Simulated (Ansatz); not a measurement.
Cost and result for the atomization energy of `O[SiH2][SiH2]Cl` (9 atoms, 8 bonds).

Z-matrix (Å, degrees):
```
Si
Si 1 2.340
O 1 1.649 2 106.8
H 1 1.493 2 109.3 3 121.0
H 1 1.491 2 109.9 3 -121.4
Cl 2 2.063 1 109.6 3 65.9
H 2 1.485 1 112.3 3 -54.1
H 2 1.486 1 110.2 3 -175.6
H 3 0.958 1 118.2 2 -172.7
```

Charge 0, multiplicity 1. All single points use the PBE0-D4/def2-TZVP geometry. It is one conformer, not always the lowest. Program: Ansatz. Hardware: A = 2 threads of an AMD EPYC 7R13 on a shared host; B = 2 threads of an AMD EPYC 7R13 on a shared host and a share of an NVIDIA H100 80 GB. Times are those of one run each, without the atoms' runs, and a repeat can differ threefold. Electronic energies, without spin–orbit coupling; frozen cores. CCSD(T)/CBS extrapolates def2-TZVPP and def2-QZVPP, and its time is that of the two runs behind it. T1 = 0.011. B3LYP takes the VWN-RPA correlation (the form of Gaussian; ORCA's B3LYP/G).

CCSD(T)/CBS is a level of theory with its own doubt, some kJ/mol a heavy atom from the limit and from the frozen cores, so smaller differences don't rank the functionals.

| level | functions | wall time | atomization (kJ/mol) | difference from CCSD(T)/CBS | per bond |
| --- | --- | --- | --- | --- | --- |
| PBE-D4/def2-TZVPP (with forces) [A] | 227 | 2.8 s | 2854.9 | -27.1 | -3.4 |
| PBE0-D4/def2-TZVPP [A] | 227 | 3.8 s | 2828.1 | -53.9 | -6.7 |
| r2SCAN-D4/def2-TZVPP (with forces) [A] | 227 | 5.5 s | 2867.5 | -14.5 | -1.8 |
| B3LYP-D4/def2-TZVPP (with forces) [A] | 227 | 6.5 s | 2848.9 | -33.1 | -4.1 |
| B2PLYP/def2-TZVPP [A] | 227 | 6.5 s | 2819.0 | -63.0 | -7.9 |
| CCSD(T)/def2-TZVPP [B] | 227 | 7 s | 2789.3 | -92.7 | -11.6 |
| ωB97X-V/def2-TZVPP [A] | 227 | 8.5 s | 2888.3 | 6.3 | 0.8 |
| ωB97M-V/def2-TZVPP (with forces) [A] | 227 | 13 s | 2871.1 | -10.9 | -1.4 |
| CCSD(T)/def2-QZVPP [B] | 417 | 24 s | 2844.8 | -37.2 | -4.6 |
| CCSD(T)/CBS(def2) | – | 31 s | 2882.0 | 0.0 | 0.0 |

The D4 term adds +33.2 kJ/mol with B3LYP and +17.5 kJ/mol with PBE0; it sums over pairs of atoms, weighted by their polarisabilities, and B3LYP, whose exchange is more repulsive, gets the larger term. From PBE to PBE0 (25 % exact exchange), in def2-TZVPP and without D4, the atomization energy moves by −23.8 kJ/mol: exact exchange takes away binding that semilocal exchange gives to molecules. In def2-TZVPP, CCSD(T) changes the Hartree–Fock value by +662.3 kJ/mol (the triples alone add +34.3 kJ/mol) and MP2 by +690.2 kJ/mol; breaking electron pairs costs correlation energy, which Hartree–Fock lacks.
